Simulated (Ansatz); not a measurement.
```yaml
crystal:
  periodic: [false, false, false]
  atoms:
    - {symbol: F, position_ang: [0.612302, -1.192637, 1.479117]}
    - {symbol: P, position_ang: [-0.085185, -1.879635, -0.619007]}
    - {symbol: F, position_ang: [-0.085185, -1.879635, -0.669007]}
    - {symbol: F, position_ang: [1.865246, -0.572654, -0.423206]}
    - {symbol: Au, position_ang: [-0.784457, 1.194779, -0.127207]}
    - {symbol: Cl, position_ang: [-2.010232, 3.063369, -0.324541]}
basis:
  gaussian: {orbitals: def2-TZVPD}
hamiltonian: {xc: {name: B3LYP5}}
accuracy: high
```

```sh
$ ansatz run in.yaml --threads 4 --pin off --events-out ev --progress --plain --max-ram 10444MiB
```

It prints (some lines left out):

```
Functional definition: B3LYP5
3677 factors; integrals over basis functions are off by at most 3.0e-8 eV
mean field evaluation 1: about -5605.7142 eV, gradient 5.5e2 eV
mean field evaluation 2: about 213.0068 eV, gradient 9.2e2 eV
mean field evaluation 4: about -4634.6244 eV, gradient 5.3e2 eV
mean field evaluation 8: about -6094.9425 eV, gradient 4.8e1 eV
mean field evaluation 16: about -6110.8330 eV, gradient 4.7e-2 eV
mean field -6110.83342835 eV, -224.5689864204 hartree, gradient 5.7e-8 eV, S^2 0.000000; 4 other end points of the search recorded, 0 dependent functions left out
reference -6110.83346550 eV, -224.5689877856 hartree; 39, 39 occupied and 213, 213 virtual orbitals, 3677 factors
Total energy: -6110.83346550 eV, -224.5689877856 hartree
```

In this input one atom was put on top of another. The calculation finished and met its thresholds. The result belongs to that input, not to the molecule as meant.
